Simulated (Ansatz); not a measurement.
Relaxation of BrH6NOSi (10 atoms, charge 0, multiplicity 1), to a largest force component of 0.03 eV/Å in at most 50 steps.

These are results of RKS B3LYP-D4/def2-SVP in Ansatz, not measurements.

```xyz
10
Properties=species:S:1:pos:R:3:forces:R:3
Si -0.509 0.116 -0.523 0.47 -0.61 0.41
N 0.556 -0.849 0.543 -0.50 0.74 -0.37
H 0.415 1.038 -1.236 -0.01 0.00 -0.02
H -1.510 0.777 0.338 0.00 -0.01 0.01
O -1.421 -0.769 -1.605 -0.05 0.04 0.06
H 1.054 1.075 1.721 -0.20 0.63 -0.12
Br 0.849 2.538 1.797 0.22 -0.72 0.11
H 1.419 -1.228 0.161 0.00 0.00 0.00
H 0.116 -1.530 1.159 0.02 -0.02 0.01
H -0.968 -1.168 -2.354 0.05 -0.04 -0.09
```

**Question.** Where does it end, and by what steps?

**Answer.** It converged. After 11 steps the energy has fallen by 0.190 eV; Br7 moved furthest, 0.93 Å.

```json
{"step": "0", "energy less start (eV)": "0.0000", "largest force component (eV/Å)": "0.739", "accepted": "yes"}
{"step": "1", "energy less start (eV)": "-0.0827", "largest force component (eV/Å)": "0.278", "accepted": "yes"}
{"step": "2", "energy less start (eV)": "-0.1270", "largest force component (eV/Å)": "0.750", "accepted": "yes"}
{"step": "3", "energy less start (eV)": "-0.1589", "largest force component (eV/Å)": "0.250", "accepted": "yes"}
{"step": "4", "energy less start (eV)": "-0.1745", "largest force component (eV/Å)": "0.192", "accepted": "yes"}
{"step": "5", "energy less start (eV)": "-0.1725", "largest force component (eV/Å)": "0.460", "accepted": "no"}
{"step": "6", "energy less start (eV)": "-0.1809", "largest force component (eV/Å)": "0.069", "accepted": "yes"}
{"step": "7", "energy less start (eV)": "-0.1859", "largest force component (eV/Å)": "0.095", "accepted": "yes"}
{"step": "8", "energy less start (eV)": "-0.1883", "largest force component (eV/Å)": "0.044", "accepted": "yes"}
{"step": "9", "energy less start (eV)": "-0.1898", "largest force component (eV/Å)": "0.052", "accepted": "yes"}
{"step": "10", "energy less start (eV)": "-0.1899", "largest force component (eV/Å)": "0.054", "accepted": "yes"}
{"step": "11", "energy less start (eV)": "-0.1901", "largest force component (eV/Å)": "0.028", "accepted": "yes"}
```

```xyz
10
Properties=species:S:1:pos:R:3
Si -0.635 0.123 -0.650
N 0.486 -0.502 0.556
H 0.173 1.069 -1.466
H -1.737 0.756 0.104
O -1.359 -1.028 -1.614
H 1.001 0.898 1.561
Br 1.425 2.073 2.360
H 1.389 -0.854 0.239
H 0.110 -1.140 1.258
H -0.853 -1.395 -2.347
```

Time of the run: 33 s on 2 threads of Arm Neoverse V2, with other jobs on the host, peak memory 0.24 GiB.
